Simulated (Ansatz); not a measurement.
The same redistribution along the group Al, Ga, In.

Isolated molecules relaxed with PBE0-D4/def2-TZVP in Ansatz; ΔE leaves out vibrations. CCSD(T)/CBS is the MP2 limit (def2-TZVPP, def2-QZVPP) plus CCSD(T) − MP2 in def2-TZVPP, frozen cores. Functionals use def2-TZVPP. def2 core potentials past Kr. For Br, Ga, In, Mg outer-core shells are correlated without core-valence functions, which leaves a few kJ/mol of doubt a bond. Scalar relativity is left out up to krypton. One conformer a species, not always the lowest.

| reaction | LDA (SPW92) (kJ/mol) |
| --- | --- |
| `[F][Al]([SH])[Br]` + `C[O][Mg][F]` → `[F][Al]([F])[SH]` + `C[O][Mg][Br]` | -49 |
| `[F][Ga]([SH])[Br]` + `C[O][Mg][F]` → `[F][Ga]([F])[SH]` + `C[O][Mg][Br]` | 17 |
| `[F][In]([SH])[Br]` + `C[O][Mg][F]` → `[F][In]([F])[SH]` + `C[O][Mg][Br]` | 49 |

(1) Give the CCSD(T)/CBS values in the same order. (Best estimate.)

Largest T1 diagnostic: 0.016, for `[F][In]([F])[SH]`.

Results:

(1) The calculation gave: -52, 17, 50 kJ/mol.
